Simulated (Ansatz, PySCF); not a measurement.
Gas-phase reaction (SMILES): [SiH3]c1ccncc1 + 6 C (CH4) + N (NH3) -> 2 C=C (C2H4) + C=N (CH3N) + 2 CC (C2H6) + CN (CH5N) + C[SiH3] [methylsilane]; bond separation energy.

Each molecule is optimised on its own at B3LYP-D3(BJ)/def2-TZVP (Ansatz, an electronic-structure program). Valence correlation only, unless marked. No spin-orbit coupling. No relativistic terms. CBS(X,Y): correlation extrapolated as X^-3; Hartree-Fock from the larger set. [CCSD(T)-MP2]/basis is that difference in the basis named. Unstable Hartree-Fock reference: [SiH3]c1ccncc1. Thermal terms are rigid-rotor harmonic-oscillator values from B3LYP-D3(BJ) frequencies (PySCF) at 298.15 K and 1 atm. 1 Eh = 627.5095 kcal/mol.

| species | E, RI-MP2/CBS(cc-pV(T+d)Z,cc-pV(Q+d)Z)+[CCSD(T)-MP2]/cc-pV(T+d)Z (Ansatz) (Eh) | E, wB97X-V/def2-TZVPD (Ansatz) (Eh) | H - E (Eh) |
|---|---|---|---|
| [SiH3]c1ccncc1 | -538.23113 | -538.95383 | 0.11128 |
| C (CH4) | -40.46125 | -40.51531 | 0.04840 |
| C=C (C2H4) | -78.47961 | -78.58890 | 0.05494 |
| C=N (CH3N) | -94.52169 | -94.63451 | 0.04365 |
| CC (C2H6) | -79.71807 | -79.82947 | 0.07887 |
| CN (CH5N) | -95.75026 | -95.86394 | 0.06816 |
| C[SiH3] | -330.73641 | -331.17157 | 0.06602 |
| N (NH3) | -56.50668 | -56.56167 | 0.03799 |

Problem. Work out ΔE and ΔH at 298.15 K at the first level, then ΔH at the second.

Solution. 
1. ΔE = [2×(-78.47961) + (-94.52169) + 2×(-79.71807) + (-95.75026) + (-330.73641)] - [(-538.23113) + 6×(-40.46125) + (-56.50668)] = 0.10159 Eh = 63.7 kcal/mol at RI-MP2/CBS(cc-pV(T+d)Z,cc-pV(Q+d)Z)+[CCSD(T)-MP2]/cc-pV(T+d)Z.
2. The terms H - E add up to 0.00578 Eh, so ΔH = (0.10159 + (0.00578))×627.5095 = 67.4 kcal/mol.
3. At wB97X-V/def2-TZVPD the same steps give ΔE = 63.1 and ΔH = 66.8 kcal/mol, a shift of -0.6 from the first level.
4. These values are not checked against measurement here, since the tables used lack a sound gas-phase enthalpy of formation for at least one species.
